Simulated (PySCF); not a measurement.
# One molecule, several mistakes: Al2CH6

Calculated results; nothing here was measured. They come from PySCF 2.14.0, an open-source quantum chemistry program, on an isolated molecule that a program drew, which may never have been made. The molecule is Al2CH6 (charge 0, singlet), drawn as the SMILES string `[AlH2][CH2][AlH2]`.

Each row is a Hartree-Fock (HF) and frozen-core CCSD(T) single point in the cc-pV(D+d)Z basis, meant for a local HF minimum. Run 1 is clean. Each other run has one planted mistake out of seven kinds, and not every kind appears here: one electron removed, one electron added, multiplicity raised by two, geometry at a saddle point, minimal basis STO-3G, one bond length entered in bohr, all coordinates scaled. The reference is restricted for singlets and unrestricted otherwise, and also for a bond in bohr. Adding or removing an electron swaps singlet and doublet. Electrons count all cores. HOMO and LUMO are orbital energies over both spins, the gradient is its largest component, and the lowest frequency (negative if imaginary) is given only where the gradient is small. Bond lengths are over the 8 bonds as drawn. T1 is the CCSD diagnostic: over 0.02 (restricted) or 0.045 (unrestricted) a single reference is doubtful.

Geometry of the clean run:
```xyz
9
Al2CH6, angstrom
Al    1.4512   -0.9050    0.4416
C     0.1654    0.3745   -0.2765
Al   -1.0284    1.3571    0.9132
H     2.9060   -0.4347    0.8552
H     1.0484   -2.4243    0.6363
H    -0.4740   -0.1800   -0.9792
H     0.7439    1.1251   -0.8351
H    -2.4441    0.7618    1.3003
H    -0.5872    2.7521    1.5196
```

| run | electrons | basis functions | <S^2> | HOMO (eV) | LUMO (eV) | gradient (hartree/bohr) | lowest frequency (cm^-1) | mean bond (Å) | longest bond (Å) | T1 | HF (hartree) | CCSD(T) (hartree) | mistake |
|---|---|---|---|---|---|---|---|---|---|---|---|---|---|
| 1 | 38 | 90 | 0.000 | -10.64 | 0.98 | 8.2e-06 | 86 | 1.5547 | 1.951 | 0.0111 | -525.18310 | -525.52265 | no fault |
| 2 | 38 | 90 | 0.787 | -7.91 | 0.67 | 1.0e-02 | - | 1.7308 | 2.993 | 0.0626 | -525.08255 | -525.41443 | one bond length entered in bohr |
| 3 | 39 | 90 | 0.763 | 0.40 | 5.23 | 2.3e-02 | - | 1.5547 | 1.951 | 0.0162 | -525.15734 | -525.51890 | ? |
| 4 | 38 | 90 | 2.012 | -4.80 | -2.28 | 7.6e-02 | - | 1.5547 | 1.951 | 0.0264 | -525.01326 | -525.34644 | ? |

**Which mistake was planted in run 3, and what did it cost?**

It counts 39 electrons, one more than the clean run, at the same geometry and basis. So the mistake is: one electron added. Subtracting run 1 and multiplying by 627.51 kcal/mol a hartree, the energy moved by 16.2 kcal/mol in HF and 2.4 kcal/mol in CCSD(T).

**Which mistake was planted in run 4, and what did it cost?**

Electrons, basis and geometry are unchanged, and <S^2> is 2.012, beside S(S+1) = 2.00 for a multiplicity of 3. So the mistake is: multiplicity raised by two. Subtracting run 1 and multiplying by 627.51 kcal/mol a hartree, the energy moved by 106.6 kcal/mol in HF and 110.6 kcal/mol in CCSD(T).

Cautions from the logs. Run 2: T1 is over the limit, so its CCSD(T) energy is less reliable; run 3: the HOMO is above zero, so the electron isn't bound and the energy depends on the basis.
